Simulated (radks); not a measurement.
The numbers below are computed, except where a source is named.
Task: These are the eigenvalues of the occupied orbitals of an atom or ion with whole-number occupations (eV). Level of theory: scalar-relativistic Kohn-Sham, r2SCAN, spin-polarised, spherical densities, finite nucleus; meta-GGA in the generalised Kohn-Sham scheme; Fermi nuclear charge, rms radius of each element as measured or else 0.836 A^(1/3) + 0.57 fm (a radial shooting solver on a logarithmic mesh with Libxc functionals).

orbital  eigenvalue
1s up     -18520.74
1s down   -18506.62
2s up     -4273.995
2s down   -4249.592
2p up     -4107.327

Which element is it, and in what charge state? The configuration may be excited. Open shells, if any, are filled with parallel spins first.

Result: Z = 38, strontium, charge +33: Sr33+ in [He] 2s2 2p1. The list shows which subshells hold electrons but not how many an open one holds; the 1s level, -680.62 hartree, gives Z - s = 36.9 by -(Z - s)^2/2, which with screening and relativity narrows Z to a few neighbours, and the depths of the outer levels then fix element, charge and occupations together.
